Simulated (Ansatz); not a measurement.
BH5O3S, relaxed with RKS PBE0-D4/def2-TZVP in Ansatz from a PBE-D4/def2-SVP geometry. The force threshold is 0.005 eV/Å; the program also tests the step.

Charge 0, multiplicity 1. The bonds changed during the relaxation, so this is another structure than the one it started from.

Start:

```xyz
10

O    -1.047   -0.501    0.636
B    -0.080   -0.981   -0.235
O    -0.402   -0.926   -1.562
O     1.145   -1.500    0.136
S    -0.018    2.624   -0.417
H    -0.805   -0.568    1.574
H     0.344   -1.236   -2.104
H     1.332   -1.483    1.089
H    -0.741    1.554    0.031
H     0.272    3.018    0.853
```

```
        step  energy (eV)  largest force (eV/Å)  largest move (Å)
           1  -17730.6938                 0.720             0.000
           2  -17730.7319                 0.306             0.155
           3  -17730.7402                 0.115             0.048
           4  -17730.7440                 0.131             0.075
           5  -17730.7446                 0.380             0.105
6 (rejected)  -17730.7314                 0.498             0.200
           7  -17730.7466                 0.086             0.100
           8  -17730.7483                 0.078             0.019
           9  -17730.7502                 0.204             0.115
          10  -17730.7508                 0.117             0.022
          11  -17730.7517                 0.024             0.045
          13  -17730.7520                 0.042             0.053
          15  -17730.7522                 0.014             0.005
          17  -17730.7523                 0.016             0.028
          19  -17730.7524                 0.018             0.009
          21  -17730.7524                 0.019             0.006
          23  -17730.7525                 0.010             0.030
          25  -17730.7525                 0.005             0.017
          27  -17730.7526                 0.007             0.001
          29  -17730.7526                 0.001             0.015
          30  -17730.7526                 0.003             0.018
```

End:

```xyz
10

O    -0.843   -0.512    0.807
B    -0.009   -1.035   -0.147
O    -0.270   -0.660   -1.427
O     1.040   -1.886    0.093
S     0.082    2.757   -0.492
H    -0.645   -0.762    1.709
H     0.359   -1.033   -2.047
H     1.201   -2.108    1.011
H    -0.704    1.744   -0.095
H    -0.210    3.497    0.588
```

Hardware: 4 threads of an Arm Neoverse V2 on a shared host. Wall time 76 s, peak host memory 0.45 GiB.
